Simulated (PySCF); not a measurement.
VF4, SMILES [F][V]([F])([F])[F] (connectivity only; charge and spin as stated), neutral, multiplicity 2. Atoms are numbered in the order given.

```xyz
5

V      0.0000     0.0000     0.0000
F      1.0291     1.0291     0.9019
F     -1.0291    -1.0291     0.9019
F      1.0291    -1.0291    -0.9019
F     -1.0291     1.0291    -0.9019
```
Charge 0, spin multiplicity 2.

Coordinates come from a B3LYP-D3(BJ)/def2-SVP optimisation. The multiplicity is an assumed one; other spin states were not compared. The isomer is the one that the SMILES or the coordinates give; other isomers of the formula were not compared.

Computed with PBE0/def2-TZVP (PySCF).

ESP charges are fitted to the potential on shells at 1.4 to 2.0 van der Waals radii. Atomic charges (e):

| atom | ESP fit | Löwdin | Mulliken | meta-Löwdin | Mulliken spin |
|---|---|---|---|---|---|
| V1 | [?] | 0.67 | 1.67 | 1.73 | 0.97 |
| F2 | [?] | -0.17 | -0.42 | -0.43 | 0.01 |
| F3 | [?] | -0.17 | -0.42 | -0.43 | 0.01 |
| F4 | [?] | -0.17 | -0.42 | -0.43 | 0.01 |
| F5 | [?] | -0.17 | -0.42 | -0.43 | 0.01 |

Task: What belongs in the gaps? (The exact figures need the calculation; the answer reports its results.)

Result: 
- V1, ESP fit: 1.25
- F2, ESP fit: -0.31
- F3, ESP fit: -0.31
- F4, ESP fit: -0.31
- F5, ESP fit: -0.31
